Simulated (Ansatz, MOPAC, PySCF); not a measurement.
Species: H₃BPO₂, charge 0, multiplicity 2. SMILES: [O]B(O)P
Structure (B3LYP-D3(BJ)/def2-TZVP (Ansatz, a first-principles code) minimum search):
```xyz
7

O     -0.4175     0.0130    -1.4947
B     -0.6808    -0.0081    -0.2495
O     -1.7609    -0.0371     0.5685
P      1.2490     0.0141     0.5081
H     -1.5539    -0.0462     1.5073
H      1.8426    -1.0169    -0.2502
H      1.8074     1.0844    -0.2221
```
Charge 0, spin multiplicity 2.

Unscaled harmonic wavenumbers (cm⁻¹) in rising order, each level at the stationary point that it reaches from this structure (no distance between atoms moves by over 0.3 Å); the order of modes can differ between levels, and a negative number is imaginary. B3LYP-D3(BJ)/def2-TZVP (PySCF, at the structure above): 90, 229, 324, 411, 427, 479, 634, 698, 988, 1034, 1099, 1674, 2434, 2448, 3851.

PM3 (MOPAC): 122, 185, 295, 342, 431, 453, 608, 670, 956, 990, 1133, 1597, 1660, 1799, 3914. Zero-point energy 21.7 against 24.0 kcal/mol; where all levels lie over 400 cm⁻¹, the wavenumbers are on average 0.929 times those of B3LYP-D3(BJ)/def2-TZVP.

HF/6-31G* (Ansatz): -102, 261, 365, 471, 564, 618, 780, 882, 1073, 1218, 1297, 1527, 2600, 2605, 4136. Zero-point energy 26.3 against 24.0 kcal/mol; where all levels lie over 400 cm⁻¹, the wavenumbers are on average 1.151 times those of B3LYP-D3(BJ)/def2-TZVP. This level finds the structure a saddle point. The zero-point energy leaves imaginary modes out.

B3LYP/6-31G* (Ansatz): 101, 232, 327, 412, 427, 475, 636, 695, 1002, 1058, 1123, 1681, 2452, 2470, 3804. Zero-point energy 24.2 against 24.0 kcal/mol; where all levels lie over 400 cm⁻¹, the wavenumbers are on average 1.005 times those of B3LYP-D3(BJ)/def2-TZVP.
